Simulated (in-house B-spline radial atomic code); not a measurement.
A fraction x of an electron is removed from 3d in Ga⁵⁺, starting from [Ar] 3d8 and keeping the highest spin. Computed with an all-electron radial atomic-structure program (B-spline basis): scalar-relativistic (X2C) AM05, spin-polarised, spherical fractional occupations, Fermi nucleus of rms radius 3.9973 fm.

```json
{"x": "0", "E(x) - E(0) (eV)": "0.0000", "3d down level (eV)": "-99.867"}
{"x": "0.11", "E(x) - E(0) (eV)": "11.1423", "3d down level (eV)": "-102.725"}
{"x": "0.2", "E(x) - E(0) (eV)": "20.4935", "3d down level (eV)": "-105.082"}
{"x": "0.35", "E(x) - E(0) (eV)": "36.5524", "3d down level (eV)": "-109.044"}
{"x": "0.47", "E(x) - E(0) (eV)": "49.8296", "3d down level (eV)": "-112.246"}
{"x": "0.5", "E(x) - E(0) (eV)": "53.2090", "3d down level (eV)": "-113.051"}
{"x": "0.59", "E(x) - E(0) (eV)": "63.4926", "3d down level (eV)": "-115.475"}
{"x": "0.74", "E(x) - E(0) (eV)": "81.1189", "3d down level (eV)": "-119.550"}
{"x": "0.86", "E(x) - E(0) (eV)": "95.6620", "3d down level (eV)": "-122.839"}
{"x": "0.95", "E(x) - E(0) (eV)": "106.8292", "3d down level (eV)": "-125.324"}
{"x": "1", "E(x) - E(0) (eV)": "113.1301", "3d down level (eV)": "-126.710"}
```

The exact functional would give a straight line between the two integer points. Deviations E(x) - E(0) - x[E(1) - E(0)], in eV: -1.302 at x = 0.11, -2.133 at x = 0.2, -3.043 at x = 0.35, -3.342 at x = 0.47, -3.356 at x = 0.5, -3.254 at x = 0.59, -2.597 at x = 0.74, -1.63 at x = 0.86, -0.644 at x = 0.95.

The curve lies below the straight line by up to 3.356 eV (at x = 0.5): convex, the delocalisation error that favours fractional charges.

(1) How well does Slater's transition state (minus the level at half occupation) give the ionisation energy?

Results:

(1) It gives 113.051 eV against 113.130 eV from the two total energies; NIST lists 112.70 eV, ground level to ground level.
